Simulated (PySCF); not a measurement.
Screening by computed properties: pick the candidate that meets the target.

All species are isolated and taken at one optimised geometry, non-relativistic unless stated. Electronic properties by PySCF.

The conformers computed, where there is a choice (atom-mapped SMILES and torsion angles):
- `[CH2:1]=[CH:2]/[CH:3]=[N:4]\[CH3:5]`: C1–C2–C3–N4 180°
- `[CH3:1][CH2:2][c:3]1[cH:4][cH:5][n:6][o:7]1`: C1–C2–C3–C4 -94°
- `[CH2:1]=[C:2]=[CH:3][CH2:4][NH2:5]`: C2–C3–C4–N5 -112°, H–N5–C4–C3 61°, H–N5–C4–C3 -57°
- `[CH2:1]=[CH:2][CH2:3][N:4]=[CH2:5]`: C1–C2–C3–N4 131°, C2–C3–N4–C5 -122°

Question: Wanted: electronic spatial extent ⟨r²⟩ about the centre of nuclear charge above 740 bohr² (PBE0/def2-SVPD) and static isotropic polarisability above 57 au (PBE0/def2-SVPD), at GFN2-xTB geometries. Which candidate meets both?
A. `FC1([SiH3])CCC1`
B. `CCc1ccno1`
C. `Fc1ncsn1`
D. `C1=CCNC1`
E. `C=C/C=N\C`

Answer: B. Computed values:
| species | electronic spatial extent ⟨r²⟩ about the centre of nuclear charge | static isotropic polarisability |
| --- | --- | --- |
| C1=CCNC1 | 349 bohr² | 52.9 au |
| C=C/C=N\C | 511 bohr² | 60.9 au |
| Fc1ncsn1 | 532 bohr² | 51.3 au |
| FC1([SiH3])CCC1 | 733 bohr² | 72.9 au |
| CCc1ccno1 | 746 bohr² | 66.5 au |

Question: Wanted: dipole moment above 3.1 D (PBE0/def2-SVPD) and HOMO energy below -6.9 eV (PBE0/def2-SVPD), at GFN2-xTB geometries. Which candidate meets both?
A. `C=C/C=N\C`
B. `FC1([SiH3])CCC1`
C. `CCc1ccno1`
D. `C1=CCNC1`
E. `C=C=CCN`
F. `Fc1ncsn1`

Answer: C. Computed values:
```csv
species,dipole moment,HOMO energy
C=C=CCN,1.02 D,-6.82 eV
C1=CCNC1,1.21 D,-6.51 eV
FC1([SiH3])CCC1,1.78 D,-7.87 eV
C=C/C=N\C,2.19 D,-6.93 eV
Fc1ncsn1,2.99 D,-8.25 eV
CCc1ccno1,3.31 D,-7.40 eV
```

Question: Wanted: smallest rotational constant below 2.56 GHz (GFN2-xTB) and lowest triplet excitation (Tamm–Dancoff) below 4.4 eV (TDA PBE0/def2-SVPD), at GFN2-xTB geometries. Which candidate meets both?
A. `C=CCN=C`
B. `C1C=CCN1`
C. `C/N=C\C=C`
D. `C=C=CCN`

Answer: C. Computed values:
```
  species  smallest rotational constant  lowest triplet excitation (Tamm–Dancoff)
  C=C=CCN                     2.328 GHz                                   4.56 eV
C/N=C\C=C                     2.493 GHz                                   3.20 eV
  C=CCN=C                     2.622 GHz                                   4.08 eV
 C1C=CCN1                     4.176 GHz                                   4.32 eV
```
